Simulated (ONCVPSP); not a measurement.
## chromium: one change to an ONCV potential, before and after

```json
{"Element": "Cr", "Generator": "ONCVPSP 4.0.1", "Type": "optimised norm-conserving Vanderbilt (ONCV)", "Functional": "PBE", "Relativity": "non-relativistic", "Frozen core": "[Ar]", "Valence charge": "6", "Reference configuration": "3d5.5 4s0.5", "Partial waves": "4s: rc 2.70 bohr, ncon 5, nbas 9, qcut 3.1 1/bohr, 3 projectors, debl 2.2 Ha; p scattering state at 0.25 Ha: rc 2.75 bohr, ncon 4, nbas 8, qcut 3.3 1/bohr, 2 projectors, debl 3.1 Ha; 3d: rc 2.10 bohr, ncon 4, nbas 9, qcut 6.1 1/bohr, 2 projectors, debl 1.2 Ha", "Local potential": "polynomial inside 1.40 bohr (lpopt 2, dvloc0 6 Ha)", "Core correction": "Teter function, fcfact 4.5, rcfact 1.4"}
```

All-electron outer shells of the reference configuration (PBE, non-relativistic, ld1.x):

| shell | level (eV) | outermost node (bohr) | outermost maximum (bohr) |
| --- | --- | --- | --- |
| 3p | -43.78 | 0.33 | 0.81 |
| 4s | -3.60 | 1.13 | 2.85 |
| 3d | -1.97 | – | 0.85 |

Change: core correction Teter function, fcfact 4.5, rcfact 1.66.

Cutoffs: the cutoffs (Ha) at which the residual kinetic energy of the hardest occupied pseudo-wave falls to 1 and 0.1 mHa per electron; they do not see the model core or the augmentation charge, which bear on the density cutoff. Errors are all-electron minus pseudo energies relative to the spin-unpolarised reference configuration.

**Question.** How do hardness, ghosts and transferability respond?

**Answer.** The potential gets neither clearly harder nor softer (17 Ha and 53 Ha → 17 Ha and 53 Ha); of the 3 tests that both files solve, the error grows in 2 and shrinks in 0 by more than 15 % and 0.3 meV (median size 2.8 → 6.6 meV); neither file shows a bound ghost. A model core, the more so a compact one, raises the density cutoff, which this test does not measure.

| quantity | base | changed |
| --- | --- | --- |
| cutoff, loose | 17 Ha | 17 Ha |
| cutoff, tight | 53 Ha | 53 Ha |
| bound ghosts | none | none |
| GHOST(+) flags under 300 eV | s at 178.1 eV | s at 178.1 eV |
| tests with a reliable result | 3 of 4 | 3 of 4 |
| error for 3d5 4s1, meV [ΔE -0.64 eV] | +1.6 | -1.5 |
| error for 3d5 4s0, meV [ΔE 6.14 eV] | +2.8 | -54 |
| error for 3d5 4s0 4p1, meV [ΔE 2.38 eV] | +3.2 | -6.6 |
| s: phases at 2.73 bohr within 0.05 rad from the reference energy up to (Ha; the scan ends near 5) | to the end of the scan | to the end of the scan |
| p: phases at 2.78 bohr within 0.05 rad from the reference energy up to (Ha; the scan ends near 5) | 2.3 | 2.3 |
| d: phases at 2.13 bohr within 0.05 rad from the reference energy up to (Ha; the scan ends near 5) | 4.6 | 4.6 |
| rms error of d²Exc/dni dnj with the model core, mHa | 2.23 | 2.59 |
